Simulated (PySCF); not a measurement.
Spectrum to structure. Method: TDDFT B3LYP/def2-SVPD, vertical, gas phase, core orbitals frozen in the response in PySCF. Geometries: GFN2-xTB, one conformer each. Ions are computed without counter-ions or solvent.

```
state  ν̃ (cm⁻¹)       f   main configurations (H = HOMO, L = LUMO)
   S1      19920   0.016                                 H→L (100%)
   S2      33570   0.038                   H→L+1 (66%), H-1→L (25%)
   S3      34330   0.085                   H-1→L (72%), H→L+1 (23%)
   S4      36920   0.014                                H→L+2 (96%)
   S5      43120  0.0089                   H-2→L (86%), H-3→L (12%)
   S6      45280   0.069    H-3→L (41%), H→L+3 (33%), H-1→L+1 (11%)
   S7      46380   0.113    H-1→L+1 (35%), H-3→L (34%), H→L+3 (17%)
   S8      47730   0.143  H-1→L+1 (34%), H→L+3 (32%), H-1→L+2 (17%)
```

Triplets computed (Tamm–Dancoff): 2.12, 3.04, 3.39 eV.

**Question.** Which structure fits? All have the formula [C7H7OS]+.
A. `C#Cc1c([S@@](C)=O)[c+]1C`
B. `C=CC(=C)C1=CO[CH+]S1`
C. `C1=C(c2co[cH+]s2)CC1`

**Answer.** B. Its S1, at 2.47 eV, is the lowest among the candidates; the nearest of the others has S1 at 2.94 eV. S1 is HOMO→LUMO (100%). Löwdin shares by element: HOMO carbon 81% or more (atoms not listed hold the other 19%); LUMO carbon 44% or more, sulfur 28%, oxygen 17%. At the same level the other candidates give, for their lowest levels:
- `C#Cc1c([S@@](C)=O)[c+]1C`: 3.20 eV (f 0.043); 3.71 eV (f 0.006); 4.04 eV (f 0.046); 4.54 eV (f 0.007); 4.83 eV (f 0.002); T1 2.77 eV; HOMO -11.50, LUMO -7.58 eV
- `C1=C(c2co[cH+]s2)CC1`: 2.94 eV (f 0.080); 4.78 eV (f 0.000); 4.87 eV (f 0.000); 4.93 eV (f 0.349); 5.12 eV (f 0.000); T1 2.18 eV; HOMO -11.04, LUMO -7.59 eV

Shape of the structure used: `[CH2:1]=[CH:2][C:3](=[CH2:4])[c:5]1[cH:6][o:7][cH+:8][s:9]1`: C1–C2–C3–C4 -155°, C2–C3–C5–C6 29°.
